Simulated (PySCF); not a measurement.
## Correlation energy of P (phosphorus, neutral)

[Ne] 3s2 3p2 4s1, high-spin 4P determinant (an excited configuration). Calculation: PySCF 2.14, in aug-cc-pCVTZ-DK; scalar relativity by spin-free X2C-1e. Frozen: [Ne]; 5 electrons correlated.

```tsv
level	correlation energy (mhartree)
CCSD	-94.47
(T)	-3.52
CCSD(T)	-97.99
```

Diagnostics: T1 = 0.017, D1 = 0.0511, largest double amplitude 0.096.

The outer electron is Rydberg-like, and this basis confines it to a smaller radius and binds it less than a complete one would.

Cost of the coupled-cluster step: about 22 core-seconds, for 5 correlated electrons.

Iterations:

```
CC2 = 0
CCSD nocc = (np.int64(4), np.int64(1)), nmo = (70, 70)
frozen orbitals [[0, 1, 2, 3, 4], [0, 1, 2, 3, 4]]
max_cycle = 100
direct = 0
conv_tol = 1e-08
conv_tol_normt = 1e-06
diis_space = 8
diis_start_cycle = 0
Init t2, MP2 energy = -0.0740094478168211
Init E_corr(UCCSD) = -0.0740094478180228
cycle = 1  E_corr(UCCSD) = -0.0882130574485176  dE = -0.0142036096  norm(t1,t2) = 0.0539219
cycle = 2  E_corr(UCCSD) = -0.0920290275023106  dE = -0.00381597005  norm(t1,t2) = 0.0208478
cycle = 3  E_corr(UCCSD) = -0.0942977850514326  dE = -0.00226875755  norm(t1,t2) = 0.0104971
cycle = 4  E_corr(UCCSD) = -0.094333882701422  dE = -3.609765e-05  norm(t1,t2) = 0.00456606
cycle = 5  E_corr(UCCSD) = -0.0944385043934859  dE = -0.000104621692  norm(t1,t2) = 0.00312785
cycle = 6  E_corr(UCCSD) = -0.0944191874128354  dE = 1.93169807e-05  norm(t1,t2) = 0.00194769
cycle = 7  E_corr(UCCSD) = -0.0944536730284247  dE = -3.44856156e-05  norm(t1,t2) = 0.00127258
cycle = 8  E_corr(UCCSD) = -0.0944575994538697  dE = -3.92642544e-06  norm(t1,t2) = 0.00122314
cycle = 9  E_corr(UCCSD) = -0.094459326116004  dE = -1.72666213e-06  norm(t1,t2) = 0.00109115
cycle = 10  E_corr(UCCSD) = -0.0944691976277893  dE = -9.87151179e-06  norm(t1,t2) = 0.000351334
cycle = 11  E_corr(UCCSD) = -0.0944702266532176  dE = -1.02902543e-06  norm(t1,t2) = 0.000123122
cycle = 12  E_corr(UCCSD) = -0.0944702705659001  dE = -4.39126825e-08  norm(t1,t2) = 4.2891e-05
cycle = 13  E_corr(UCCSD) = -0.0944694860785588  dE = 7.84487341e-07  norm(t1,t2) = 1.41522e-05
cycle = 14  E_corr(UCCSD) = -0.0944694936915438  dE = -7.61298506e-09  norm(t1,t2) = 3.55147e-06
cycle = 15  E_corr(UCCSD) = -0.0944695404301631  dE = -4.67386193e-08  norm(t1,t2) = 1.5695e-06
cycle = 16  E_corr(UCCSD) = -0.0944695552809919  dE = -1.48508288e-08  norm(t1,t2) = 6.82658e-07
cycle = 17  E_corr(UCCSD) = -0.0944695651818041  dE = -9.90081223e-09  norm(t1,t2) = 2.87682e-07
UCCSD converged
E(UCCSD) = -341.3718464174214  E_corr = -0.0944695651818041
UCCSD(T) correction = -0.00352493555411461
```
